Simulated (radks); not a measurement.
Q: Species: the argon ion Ar5+. Configuration: [Ne] 3s2 3p1 (the NIST ground configuration). Calculated with a radial shooting solver on a logarithmic mesh with Libxc functionals: non-relativistic Kohn-Sham, LDA (Slater exchange, Perdew-Wang correlation), spin-polarised, spherical densities, point nucleus; open shells are filled with parallel spins first. Some entries of the table are withheld. Estimate them.

orbital,occ.,eigenvalue (Ry),r(max) (bohr)
1s up,1,-234.5153,0.05668
1s down,1,-234.4901,0.05667
2s up,1,-28.16663,0.3407
2s down,1,-28.13866,0.3407
2p up,3,-23.51073,(1)
2p down,3,-23.47666,(2)
3s up,1,-7.27474,(3)
3s down,1,-7.13538,(4)
3p up,1,-6.09542,1.134
3p down,0,-5.96042,1.135

A: 
(1) 2p up r(max) (bohr): 0.2802
(2) 2p down r(max) (bohr): 0.2803
(3) 3s up r(max) (bohr): 1.098
(4) 3s down r(max) (bohr): 1.098
